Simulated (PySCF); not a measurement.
# How methods differ on the excitation energy of Cr

Cr [Ar] 3d5 4s1 (7S) → Cr [Ar] 3d5 4p1 (7P), as a difference of total energies. Computed with PySCF 2.14 in aug-cc-pVTZ-DK (8s7p5d3f2g, 93 functions), with the spin-free X2C one-electron Hamiltonian (Gaussian nucleus). Correlated levels: valence: [Ar] frozen. The calculations carry no spin-orbit coupling.

| method | excitation energy (eV) | error (eV) |
| --- | --- | --- |
| UHF | 2.680 | -0.223 |
| LDA | 3.327 | +0.424 |
| PBE | 3.210 | +0.307 |
| PBE0 | 3.051 | +0.148 |
| r2SCAN | 3.284 | +0.381 |
| TPSS | 3.199 | +0.296 |
| BP86 | 3.253 | +0.350 |
| M06-2X | 2.813 | -0.090 |
| MP2 (valence) | 2.923 | +0.020 |
| SCS-MP2 (valence) | 2.761 | -0.142 |

Reference: 2.903 eV (measured; NIST levels, between the centres of gravity of the two terms).

Errors of the correlated levels include the incompleteness of this basis and the frozen core.
